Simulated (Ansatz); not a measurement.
```yaml
crystal:
  periodic: [false, false, false]
  atoms:
    - {symbol: C, position_ang: [-1.163305, -2.509440, -2.121023]}
    - {symbol: Ga, position_ang: [-0.129945, -1.477146, -1.276574]}
    - {symbol: C, position_ang: [0.992901, -0.082754, -2.478520]}
    - {symbol: O, position_ang: [-0.557691, -0.312843, 0.206035]}
    - {symbol: Ga, position_ang: [-0.127018, 0.924765, 1.505054]}
    - {symbol: C, position_ang: [-1.134536, 1.427354, 3.044845]}
    - {symbol: C, position_ang: [1.745196, 1.747542, 1.056958]}
    - {symbol: H, position_ang: [-1.974522, -3.252198, -0.861943]}
    - {symbol: H, position_ang: [-1.693984, -2.840862, -2.690321]}
    - {symbol: H, position_ang: [-0.167813, -3.690741, -1.677841]}
    - {symbol: H, position_ang: [1.158906, -0.627043, -3.224767]}
    - {symbol: H, position_ang: [1.946939, 0.060178, -1.563969]}
    - {symbol: H, position_ang: [0.611948, 0.710339, -2.492496]}
    - {symbol: H, position_ang: [-2.241532, 0.701248, 2.869718]}
    - {symbol: H, position_ang: [-1.350066, 2.308367, 2.809101]}
    - {symbol: H, position_ang: [-1.018600, 1.434779, 3.820723]}
    - {symbol: H, position_ang: [1.925081, 2.501864, 1.833813]}
    - {symbol: H, position_ang: [2.606257, 1.165778, 0.952930]}
    - {symbol: H, position_ang: [1.715458, 2.183563, 0.197809]}
basis:
  gaussian: {orbitals: def2-TZVPP}
magnetization: {spin_polarized: true, initial_magnetization: 2}
hamiltonian: {xc: {name: HF}, dispersion: d2}
accuracy: high
scf: {lower_state_search: full}
output: {forces: true}
```

```sh
$ ansatz run in.yaml --threads 5 --pin off --events-out ev --progress --plain --max-ram 66560MiB --backend cuda --devices 0, --max-vram 37GiB
```

Question: How does Ansatz answer? (An estimate is asked.)

Answer: Computed: The input was rejected before any iteration.
```
Error: YAML parse error: error: line 26 column 43: hamiltonian.dispersion: `d2` is not `none`, `rvv10`, `d3bj`, `d3bjatm`, `d4` or a map `{method: …, s8: …, a1: …, a2_bohr: …}` (numbers without units, a2 in bohr) or `{method: …, functional: …}`
24 |   gaussian: {orbitals: def2-TZVPP}
25 | magnetization: {spin_polarized: true, initial_magnetization: 2}
26 | hamiltonian: {xc: {name: HF}, dispersion: d2}
27 | accuracy: high
28 | scf: {lower_state_search: full}
```
